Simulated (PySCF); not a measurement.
Geometries of 2 isomers of C2H5NOSi, from PBE0-D3(BJ)/def2-SVP geometry optimisation, gas phase (PySCF). One conformer each, no zero-point energy, no frequencies.

Question: Which isomer lies lower at this level?
A.
```xyz
10
angstrom
Si     1.929    0.143    0.171
O      0.438    0.208    1.020
C     -0.695   -0.042    0.412
N     -1.151   -0.380   -0.702
C     -2.121   -0.119    0.475
H      1.872    1.085   -0.979
H      2.931    0.570    1.178
H      2.172   -1.251   -0.286
H     -2.624   -0.996    0.906
H     -2.742    0.786    0.412
```
B.
```xyz
10
angstrom
Si     0.702    0.019    0.442
H      0.752    0.025    1.933
H      2.091   -0.082   -0.096
C     -0.163    1.540   -0.206
H      0.368    2.450    0.118
H     -1.195    1.591    0.172
H     -0.197    1.534   -1.306
N     -0.160   -1.396   -0.051
C     -0.747   -2.393   -0.352
O     -1.324   -3.366   -0.648
```

Answer: B. That is SiH2Me(NCO), `C[SiH2]N=C=O`, 66.5 kcal/mol below the other.

```tsv
SMILES	atoms numbered as above	E (Eh)	relative (kcal/mol)	relative (kJ/mol)	dipole (D)
[H][Si]([H])(C)N=C=O	–	-498.14056	0.0	0.0	2.65
[SiH3]OC1=NC1	[SiH3:1][O:2][C:3]1=[N:4][CH2:5]1	-498.03457	66.5	278.3	1.95
```
